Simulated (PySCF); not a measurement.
Cu2, SMILES [Cu][Cu], multiplicity 1. Atoms are numbered in the order given.

```xyz
2

Cu     0.0000     0.0000    -1.1142
Cu     0.0000     0.0000     1.1142
```

Geometry optimised at r2SCAN-D4/def2-TZVP. The multiplicity is an assumed one; other spin states were not compared.

Method: TDA-PBE0/def2-TZVPD (PySCF).

Vertical excitations; the highest root listed may be one member of a degenerate set. Isolated molecule, no solvent. State labels are in the subgroup D2h.

```
state  symmetry  energy (eV)  λ (nm)      f                         main pairs
-----  --------  -----------  ------  -----  ---------------------------------
S1           Ag         2.86     434  0.000                   HOMO−1→LUMO 97 %
S2          B3u         2.91     425  0.003       HOMO−3→LUMO (degenerate set)
S3          B2u         2.91     425  0.003       HOMO−2→LUMO (degenerate set)
S4          B1u         3.13     397  0.267  HOMO→LUMO 80 %, HOMO−10→LUMO 13 %
S5           Ag         3.16     392  0.000       HOMO−4→LUMO (degenerate set)
S6          B1g         3.16     392  0.000       HOMO−5→LUMO (degenerate set)
S7          B1u         3.38     367  0.000       HOMO−6→LUMO (degenerate set)
S8           Au         3.38     367  0.000       HOMO−7→LUMO (degenerate set)
S9          B3g         3.83     323  0.000       HOMO−9→LUMO (degenerate set)
S10         B2g         3.83     323  0.000       HOMO−8→LUMO (degenerate set)
T1          B1u         1.88     658      0                     HOMO→LUMO 99 %
T2           Ag         2.55     487      0                   HOMO−1→LUMO 97 %
T3          B3u         2.64     470      0       HOMO−3→LUMO (degenerate set)
T4          B2u         2.64     470      0       HOMO−2→LUMO (degenerate set)
```
Triplets are in the Tamm–Dancoff approximation.
